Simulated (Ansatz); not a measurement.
```yaml
crystal:
  periodic: [false, false, false]
  atoms:
    - {symbol: S, position_ang: [-0.388063, 0.618295, -1.523167]}
    - {symbol: C, position_ang: [-0.313656, 0.789370, 0.179525]}
    - {symbol: B, position_ang: [0.892617, -0.030799, -0.594327]}
    - {symbol: Si, position_ang: [-0.055836, -1.079453, 0.956849]}
    - {symbol: H, position_ang: [-0.400544, 1.502480, -1.949098]}
    - {symbol: H, position_ang: [-0.503664, 1.789210, 0.743735]}
    - {symbol: H, position_ang: [2.075858, 0.388758, -0.909353]}
    - {symbol: H, position_ang: [-1.473037, -2.246171, 0.805438]}
    - {symbol: H, position_ang: [0.400213, -1.028239, 2.178295]}
basis:
  gaussian: {orbitals: aug-cc-pVDZ, final_grid: {core_spheres: 8, valence_spheres: 7, degree: 23}}
total_charge: -1
magnetization: {spin_polarized: true, initial_magnetization: 1}
hamiltonian: {xc: {name: HF}, dispersion: d4}
```

```sh
$ ansatz run in.yaml --threads 2 --pin off --events-out ev --progress --plain --max-ram 4352MiB
```

It prints (some lines left out):

```
Functional definition: HF
1748 factors; their error is unknown
mean field evaluation 1: about -20447.1187 eV, gradient 1.7e1 eV
mean field evaluation 2: about -20449.4512 eV, gradient 6.9e0 eV
mean field evaluation 4: about -20449.9899 eV, gradient 8.7e-1 eV
mean field evaluation 8: about -20450.1316 eV, gradient 4.3e-1 eV
mean field evaluation 16: about -20450.3760 eV, gradient 5.9e-1 eV
mean field evaluation 32: about -20450.9843 eV, gradient 3.2e-1 eV
mean field evaluation 64: about -20450.7566 eV, gradient 2.6e-1 eV
mean field evaluation 96: about -20450.5727 eV, gradient 3.0e0 eV
mean field evaluation 128: about -20450.6813 eV, gradient 1.9e0 eV
mean field evaluation 160: about -20450.1627 eV, gradient 8.0e-1 eV
mean field evaluation 192: about -20450.1928 eV, gradient 3.5e-1 eV
mean field -20451.07936608 eV, -751.5633044641 hartree, gradient 4.7e-6 eV, S^2 0.750156; 3 other end points of the search recorded, 0 dependent functions left out
reference -20451.07936608 eV, -751.5633044641 hartree; 24, 23 occupied and 121, 122 virtual orbitals, 1748 factors
Total energy: -20452.07372367 eV, -751.5998464313 hartree
```

It took 15 s on 2 threads of an Arm Neoverse V2 on a shared host, with 0.65 GiB of host memory at the peak.
